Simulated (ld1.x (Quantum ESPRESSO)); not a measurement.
**neon (Ne), PAW: configuration errors across variants**

```json
{"Element": "Ne", "Generator": "ld1.x (Quantum ESPRESSO) 7.5", "Type": "PAW", "Functional": "PBE", "Relativity": "non-relativistic", "Frozen core": "[He]", "Valence charge": "8", "Reference configuration": "2s2 2p6", "Partial waves": "2s (bound): rcut 0.45, rcutus 0.60 bohr; 2s channel at -2.25 Ry: rcut 0.45, rcutus 0.60 bohr; 2p (bound): rcut 0.75, rcutus 0.80 bohr; 2p channel at 0.8 Ry: rcut 0.75, rcutus 0.80 bohr", "Local potential": "all-electron potential smoothed inside 0.55 bohr (lloc = -1)", "Core correction": "Bessel-smoothed model core inside 0.55 bohr", "Augmentation charge": "PSQ, inside the norm-conserving radii"}
```

All-electron excitation energies from the reference (eV): (1) 2s2 2p5 22.491; (2) 2s2 2p4 65.772; (3) 2s2 2p3 133.210; (4) 2s2 2p2 227.835; (5) 2s1 2p6 45.749; (6) 2s2 2p5.5 8.875.

2 further variants failed, have other tests or too few solved ones, and are left out.

A true bound ghost makes a file unfit for plane-wave use even where its test errors are small: the radial tests pick states by their node count and pass the ghost by.

Errors AE − PS in meV (a dash: test not solved or not reliable):

```csv
change,(1),(2),(3),(4),(5),(6),bound ghosts
base,-0.1,-2.2,-11,-30,-0.4,0.0,none
"waves 2s (bound): rcut 0.45, rcutus 0.50 bohr; 2s channel at -2.25 Ry: rcut 0.45, rcutus 0.50 bohr",-0.1,-2.2,-11,-31,-0.4,0.0,s
"waves 2s (bound): rcut 0.45, rcutus 0.56 bohr; 2s channel at -2.25 Ry: rcut 0.45, rcutus 0.56 bohr",-0.1,-2.2,-11,-31,-0.4,0.0,none
"waves 2s (bound): rcut 0.45, rcutus 0.68 bohr; 2s channel at -2.25 Ry: rcut 0.45, rcutus 0.68 bohr",-0.1,-2.1,-10,-28,-0.4,0.0,none
"waves 2s (bound): rcut 0.45, rcutus 0.74 bohr; 2s channel at -2.25 Ry: rcut 0.45, rcutus 0.74 bohr",-0.1,-2.0,-9.5,-26,-0.3,0.0,none
"waves 2s (bound): rcut 0.45, rcutus 0.84 bohr; 2s channel at -2.25 Ry: rcut 0.45, rcutus 0.84 bohr",-0.1,-1.5,-7.0,-16,-0.3,0.0,none
"waves 2s (bound): rcut 0.45, rcutus 0.90 bohr; 2s channel at -2.25 Ry: rcut 0.45, rcutus 0.90 bohr",0.0,-0.9,-4.1,-6.6,-0.3,0.0,none
```

(1) Give the same row for: waves 2s (bound): rcut 0.45, rcutus 0.78 bohr; 2s channel at -2.25 Ry: rcut 0.45, rcutus 0.78 bohr.

## Answers

(1) -0.1, -1.8, -8.7, -23, -0.3, 0.0; bound ghosts: none.
